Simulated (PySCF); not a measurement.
Species: C5H5NOS.
SMILES with atom numbers: `[CH3:1][C:2](=[O:3])[c:4]1[cH:5][n:6][s:7][cH:8]1` (hydrogens: H9, H10, H11 on C1; H12 on C5; H13 on C8)

Theory: PBE0-D3(BJ)/def2-SVP geometry optimisation, gas phase (PySCF).

Entries marked ? are missing. Bonds in one row agree within 0.01 Å.

```csv
coordinate,value
C1–C2,1.507 Å
C2=O3,1.211 Å
C2–C4,1.487 Å
C4–C5,?
C5–N6,?
N6–S7,?
S7–C8,1.696 Å
C4–C8,1.380 Å
"C1–H9, C1–H10, C1–H11",1.100 Å
C5–H12,1.094 Å
C8–H13,1.090 Å
C1–C2–O3,122.1°
C1–C2–C4,117.2°
O3–C2–C4,?
C2–C4–C5,128.1°
C2–C4–C8,122.5°
C5–C4–C8,109.4°
C4–C5–N6,?
C5–N6–S7,109.1°
N6–S7–C8,?
C4–C8–S7,109.3°
```

Problem. Estimate the withheld lengths and angles.

Solution. 
- C4–C5 = 1.429 Å, aromatic (substituted aromatic carbon to aromatic CH next to a ring nitrogen); 0.03 Å below the sum of covalent radii, 1.46 Å.
- C5–N6 = 1.310 Å, aromatic (aromatic CH next to a ring nitrogen to pyridine-type nitrogen); 0.13 Å below the sum of covalent radii, 1.44 Å.
- N6–S7 = 1.660 Å, aromatic (pyridine-type nitrogen to ring sulfur); 0.10 Å below the sum of covalent radii, 1.76 Å.
- O3–C2–C4 = 120.7°, at the ketone carbonyl carbon; the outer atoms are 2.349 Å apart.
- C4–C5–N6 = 116.8°, at the aromatic CH next to a ring nitrogen, inside a 5-membered ring; the outer atoms are 2.335 Å apart.
- N6–S7–C8 = 95.4°, at the ring sulfur, inside a 5-membered ring; the outer atoms are 2.482 Å apart.

Radii are Cordero's, carbon taken as 0.76, 0.73 or 0.69 Å for four, three, and two or fewer neighbours.

No frequency check. One conformer, not necessarily the lowest (C1–C2–C4–C5 0°).
